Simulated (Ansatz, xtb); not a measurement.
Stretching the C3–H5 bond in C2H6Zn (SMILES C[CH2][ZnH]) (multiplicity 1 held, fragments rigid). Energies count from the point at 1.095 Å.
Geometry at that point (charge 0, multiplicity 1):
```xyz
9

Zn    -0.10398     0.14811     0.83353
H     -0.34503     0.86439     2.18452
C      0.20221    -0.76014    -0.88504
C      0.18422     0.15106    -2.12118
H     -0.55495    -1.54400    -0.98684
H      1.16179    -1.28259    -0.81913
H      0.95367     0.92470    -2.06785
H     -0.77469     0.66152    -2.23669
H      0.36009    -0.41279    -3.04266
```

Restricted levels (R-, RO-) in cc, def2 and unpolarised 6-31G sets keep to the state of the molecule at rest. Unrestricted levels (U-) break spin symmetry where that is lower. Active spaces are followed from a long bond inwards. Levels need not reach the same state.

Correlated levels freeze the cores.

Codes used: Ansatz (Gaussian basis) for Hartree–Fock, density functionals and correlated methods; xtb for the GFN methods. Each number belongs to the level named beside it. The GFN methods have no spin term and hold the electronic entropy of 300 K.

Energies in kcal/mol.

```json
[
 {"R (Å)": "0.876", "GFN2-xTB": "27.4", "R-SCS-MP2/def2-SVP": "32.5", "U-CCSD/def2-SVP": "32.4", "U-CCSD(T)/def2-SVP": "32.6", "FIC-MRCISD on CASSCF(2,2)/def2-SVP": "32.5", "FIC-MRCISD+Q on CASSCF(2,2)/def2-SVP": "32.5"},
 {"R (Å)": "0.985", "GFN2-xTB": "5.1", "R-SCS-MP2/def2-SVP": "7.0", "U-CCSD/def2-SVP": "7.0", "U-CCSD(T)/def2-SVP": "7.1", "FIC-MRCISD on CASSCF(2,2)/def2-SVP": "7.1", "FIC-MRCISD+Q on CASSCF(2,2)/def2-SVP": "7.0"},
 {"R (Å)": "1.095", "GFN2-xTB": "0.0", "R-SCS-MP2/def2-SVP": "0.0", "U-CCSD/def2-SVP": "0.0", "U-CCSD(T)/def2-SVP": "0.0", "FIC-MRCISD on CASSCF(2,2)/def2-SVP": "0.0", "FIC-MRCISD+Q on CASSCF(2,2)/def2-SVP": "0.0"},
 {"R (Å)": "1.204", "GFN2-xTB": "3.4", "R-SCS-MP2/def2-SVP": "3.0", "U-CCSD/def2-SVP": "3.0", "U-CCSD(T)/def2-SVP": "2.8", "FIC-MRCISD on CASSCF(2,2)/def2-SVP": "2.8", "FIC-MRCISD+Q on CASSCF(2,2)/def2-SVP": "2.9"},
 {"R (Å)": "1.313", "GFN2-xTB": "10.9", "R-SCS-MP2/def2-SVP": "11.3", "U-CCSD/def2-SVP": "11.0", "U-CCSD(T)/def2-SVP": "10.7", "FIC-MRCISD on CASSCF(2,2)/def2-SVP": "10.7", "FIC-MRCISD+Q on CASSCF(2,2)/def2-SVP": "10.8"},
 {"R (Å)": "1.478", "GFN2-xTB": "24.8", "R-SCS-MP2/def2-SVP": "27.8", "U-CCSD/def2-SVP": "27.1", "U-CCSD(T)/def2-SVP": "26.4", "FIC-MRCISD on CASSCF(2,2)/def2-SVP": "26.2", "FIC-MRCISD+Q on CASSCF(2,2)/def2-SVP": "26.5"},
 {"R (Å)": "1.642", "GFN2-xTB": "39.4", "R-SCS-MP2/def2-SVP": "45.3", "U-CCSD/def2-SVP": "43.8", "U-CCSD(T)/def2-SVP": "42.7", "FIC-MRCISD on CASSCF(2,2)/def2-SVP": "42.2", "FIC-MRCISD+Q on CASSCF(2,2)/def2-SVP": "42.7"},
 {"R (Å)": "1.916", "GFN2-xTB": "61.8", "R-SCS-MP2/def2-SVP": "72.3", "U-CCSD/def2-SVP": "69.3", "U-CCSD(T)/def2-SVP": "67.2", "FIC-MRCISD on CASSCF(2,2)/def2-SVP": "65.2", "FIC-MRCISD+Q on CASSCF(2,2)/def2-SVP": "66.1"},
 {"R (Å)": "2.189", "GFN2-xTB": "80.0", "R-SCS-MP2/def2-SVP": "94.2", "U-CCSD/def2-SVP": "88.0", "U-CCSD(T)/def2-SVP": "85.5", "FIC-MRCISD on CASSCF(2,2)/def2-SVP": "81.8", "FIC-MRCISD+Q on CASSCF(2,2)/def2-SVP": "82.9"},
 {"R (Å)": "2.518", "GFN2-xTB": "96.2", "R-SCS-MP2/def2-SVP": "114.1", "U-CCSD/def2-SVP": "99.9", "U-CCSD(T)/def2-SVP": "99.2", "FIC-MRCISD on CASSCF(2,2)/def2-SVP": "93.9", "FIC-MRCISD+Q on CASSCF(2,2)/def2-SVP": "95.2"},
 {"R (Å)": "2.955", "GFN2-xTB": "109.8", "R-SCS-MP2/def2-SVP": "131.5", "U-CCSD/def2-SVP": "104.7", "U-CCSD(T)/def2-SVP": "105.1", "FIC-MRCISD on CASSCF(2,2)/def2-SVP": "101.3", "FIC-MRCISD+Q on CASSCF(2,2)/def2-SVP": "102.7"},
 {"R (Å)": "3.503", "GFN2-xTB": "117.8", "R-SCS-MP2/def2-SVP": "141.0", "U-CCSD/def2-SVP": "105.8", "U-CCSD(T)/def2-SVP": "106.5", "FIC-MRCISD on CASSCF(2,2)/def2-SVP": "104.1", "FIC-MRCISD+Q on CASSCF(2,2)/def2-SVP": "105.6"}
]
```

Doubts at one or more of the structures used: a restricted determinant that unrestricted orbitals would lower (R-SCS-MP2/def2-SVP); a spin-contaminated determinant (U-CCSD/def2-SVP, U-CCSD(T)/def2-SVP); T1 above 0.05 (U-CCSD/def2-SVP, U-CCSD(T)/def2-SVP).

Ansatz is a program for electronic structure.
